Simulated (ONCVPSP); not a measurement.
Which setting gave this result? (oxygen, ONCV)

Base potential:

```
Element                 : oxygen (O)
Generator               : ONCVPSP 4.0.1
Type                    : optimised norm-conserving Vanderbilt (ONCV)
Functional              : PBE
Relativity              : non-relativistic
Frozen core             : none
Valence charge          : 8
Reference configuration : 1s2 2s1 2p5
Partial waves           : 1s+2s: rc 0.45 bohr, ncon 3, nbas 6, qcut 30.7 1/bohr, 2 projectors; 2p: rc 1.15 bohr, ncon 4, nbas 8, qcut 10.3 1/bohr, 2 projectors, debl 2.5 Ha; d scattering state at 0.09 Ha: rc 1.25 bohr, ncon 4, nbas 8, qcut 6.9 1/bohr, 2 projectors, debl 3.9 Ha
Local potential         : polynomial inside 0.35 bohr (lpopt 5, dvloc0 2 Ha)
Core correction         : none
```

Cutoffs, loose and tight: the cutoffs (Ha) at which the residual kinetic energy of the hardest occupied pseudo-wave falls to 1 and 0.1 mHa per electron. They do not see the model core or the augmentation charge, which bear on the density cutoff. Test errors are all-electron minus pseudo excitation energies from the reference, over the configurations 1s2 2s2 2p4; 1s2 2s2 2p3; 1s2 2s2 2p2; 1s1 2s2 2p4; variants that change the core or the reference have their own tests.

Only the qcut of the s channel is moved (1 further runs of the sweep failed or gave no value and are left out):

```csv
qcut of the s channel (1/bohr),"cutoff, loose","cutoff, tight",bound ghosts,largest test error (meV)
22,236 Ha,543 Ha,d,+4626
25.1,268 Ha,303 Ha,d,+3837
28.1,311 Ha,352 Ha,d,+3129
31,346 Ha,393 Ha,d,+2699
33.7,349 Ha,396 Ha,d,+2659
37,362 Ha,418 Ha,d,+2449
40.5,364 Ha,423 Ha,d,+2422
45.4,369 Ha,430 Ha,d,+2332
```

Problem. One more run gave cutoff, loose: 368 Ha; cutoff, tight: 430 Ha; bound ghosts: d; largest test error (meV): +2335. Which value of the qcut of the s channel was used?

Solution. 43.7 1/bohr. The loose cutoff moves one way along this sweep, from 236 Ha at 22 to 369 Ha at 45.4 1/bohr, which places the run between 40.5 and 45.4 1/bohr.
